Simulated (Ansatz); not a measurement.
Cost and result up the ladder for `CN(C)c1cc2cc3sc(-c4cc5cc6sc(-c7cc8cc9sc(C#N)cc9cc8s7)cc6cc5s4)cc3cc2s1` (59 atoms). The state is a singlet with charge 0. Geometry: PBE-D4/def2-SVP.

Cartesian coordinates in Å:
```
C -8.094 7.916 5.436
N -7.799 6.551 5.825
C -8.768 5.832 6.630
C -6.887 5.811 5.115
C -6.668 4.439 5.159
C -5.592 4.014 4.314
C -5.085 2.711 4.113
C -4.028 2.541 3.215
S -3.249 1.024 2.802
C -2.149 1.837 1.678
C -1.175 1.067 0.947
C -0.923 -0.294 1.014
C 0.119 -0.733 0.138
C 0.630 -2.036 -0.049
C 1.659 -2.214 -0.974
S 2.447 -3.729 -1.376
C 3.501 -2.924 -2.546
C 4.470 -3.695 -3.285
C 4.725 -5.055 -3.214
C 5.765 -5.493 -4.094
C 6.277 -6.795 -4.277
C 7.306 -6.972 -5.206
S 8.093 -8.487 -5.599
C 9.137 -7.674 -6.769
C 10.094 -8.421 -7.499
N 10.887 -9.047 -8.101
C 8.891 -6.314 -6.851
C 7.850 -5.881 -5.970
C 7.337 -4.576 -5.786
C 6.311 -4.401 -4.860
S 5.519 -2.888 -4.460
C 3.249 -1.563 -2.614
C 2.210 -1.124 -1.736
C 1.700 0.181 -1.547
C 0.672 0.359 -0.623
S -0.119 1.872 -0.223
C -2.382 3.203 1.636
C -3.439 3.636 2.495
C -3.942 4.943 2.700
C -4.995 5.107 3.594
S -5.784 6.630 3.991
H -7.152 8.463 5.221
H -8.748 7.987 4.533
H -8.596 8.438 6.274
H -9.485 5.240 6.014
H -9.342 6.553 7.241
H -8.253 5.132 7.320
H -7.259 3.749 5.772
H -5.520 1.857 4.653
H -1.476 -0.967 1.684
H 0.219 -2.880 0.524
H 4.176 -5.728 -2.541
H 5.870 -7.638 -3.700
H 9.447 -5.651 -7.527
H 7.744 -3.733 -6.363
H 3.802 -0.889 -3.285
H 2.111 1.025 -2.121
H -1.801 3.884 0.998
H -3.506 5.796 2.160
```

Ansatz on 2 threads of AMD EPYC 7R13 on a shared host and a share (18 GiB) of an NVIDIA H100 80GB HBM3. Times are rough, and most runs start from the orbitals of an earlier one. PBE0-D4/def2-SVP serves as the yardstick here, not as an exact answer. Differences are given only for rows in sets of like size (and for xTB, whose basis is part of the method), since another set adds its own error. Binding counts from free atoms at the same level (C triplet, N quartet, S triplet, H doublet; other spins of the atoms weren't run), without zero-point energy or a counterpoise term.

B3LYP takes the VWN-RPA correlation. Single mean-field runs in 6-31G, def2-SVP, def2-mTZVP are fitted with def2-universal-jkfit.

| level | functions | wall time | binding energy per atom (eV) | difference from PBE0-D4/def2-SVP (eV) |
| --- | --- | --- | --- | --- |
| HF/6-31G | 429 | 2.9 s | 3.40 | – |
| HF/STO-3G | 247 | 3.2 s | 4.29 | – |
| B3LYP-D4/6-31G | 429 | 4.9 s | 5.08 | – |
| PBE0-D4/def2-SVP | 688 | 5 s | 5.49 | 0.00 |
| HF/def2-SVP | 688 | 5.5 s | 3.80 | -1.68 |
| revPBE-D4/def2-SVP | 688 | 6.5 s | 5.49 | 0.00 |
| r2SCAN-D4/def2-mTZVP | 851 | 6.5 s | 5.28 | – |
| PBE-D4/def2-SVP (with forces) | 688 | 7.5 s | 5.64 | 0.15 |
| r2SCAN-D4/def2-SVP (with forces) | 688 | 9 s | 5.41 | -0.08 |
